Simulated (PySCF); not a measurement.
Isomers of C6H13GeN, from PBE0-D3(BJ)/def2-SVP geometry optimisation, gas phase (PySCF 2.14.0). One conformer each, no zero-point energy, no frequencies.

Problem. Which isomer lies lowest at this level?
A. `[CH3:1][C:2]([CH3:3])([CH3:4])[C:5]#[C:6][GeH2:7][NH2:8]` with C6–Ge7–N8–H -177° and -53°: A = 3189, B = 498.7, C = 479.8 MHz, dipole 1.16 D
B. `[CH3:1][CH2:2][C@@H:3]1[CH:4]=[CH:5][CH2:6][Ge@@H:7]1[NH2:8]` with C1–C2–C3–C4 -174°, C6–Ge7–N8–H 52° and 176°: A = 1954, B = 1371, C = 942.7 MHz, dipole 0.96 D
C. `[CH2:1]=[N:2][GeH:3]1[CH2:4][CH2:5][CH2:6][CH2:7][CH2:8]1` with C1–N2–Ge3–C4 126°, N2–Ge3–C4–C5 69°, Ge3–C4–C5–C6 56°, C4–C5–C6–C7 -67°, C5–C6–C7–C8 67°: A = 2368, B = 1113, C = 1022 MHz, dipole 0.83 D
D. `[CH3:1][NH:2][Ge@@H:3]1[CH2:4][CH:5]=[C:6]([CH3:7])[CH2:8]1` with C1–N2–Ge3–C4 -179°, N2–Ge3–C4–C5 -112°, Ge3–C4–C5–C6 -6°, C5–C6–C8–Ge3 7°, N2–Ge3–C8–C6 106°: A = 2872, B = 916.1, C = 806.9 MHz, dipole 0.96 D

Solution. B. That is `CC[C@@H]1C=C[CH2][Ge@@H]1[NH2]`, 3.7 kcal/mol below the next.

```
                        SMILES                                                 mapped SMILES       E (Eh)  relative (kcal/mol)  relative (kJ/mol)  dipole (D)
CC[C@@H]1C=C[CH2][Ge@@H]1[NH2]  [CH3:1][CH2:2][C@@H:3]1[CH:4]=[CH:5][CH2:6][Ge@@H:7]1[NH2:8]  -2367.15379                  0.0                0.0        0.96
C[NH][Ge@@H]1[CH2]C=C(C)[CH2]1   [CH3:1][NH:2][Ge@@H:3]1[CH2:4][CH:5]=[C:6]([CH3:7])[CH2:8]1  -2367.14794                  3.7               15.3        0.96
     C=[N][GeH]1[CH2]CCC[CH2]1     [CH2:1]=[N:2][GeH:3]1[CH2:4][CH2:5][CH2:6][CH2:7][CH2:8]1  -2367.14698                  4.3               17.9        0.83
      CC(C)(C)C#[C][GeH2][NH2]      [CH3:1][C:2]([CH3:3])([CH3:4])[C:5]#[C:6][GeH2:7][NH2:8]  -2367.10198                 32.5              136.0        1.16
```

As drawn, the lowest has a C=C bond outside aromatic rings, which the highest lacks; the highest has a C≡C bond and a quaternary carbon, which the lowest lacks.
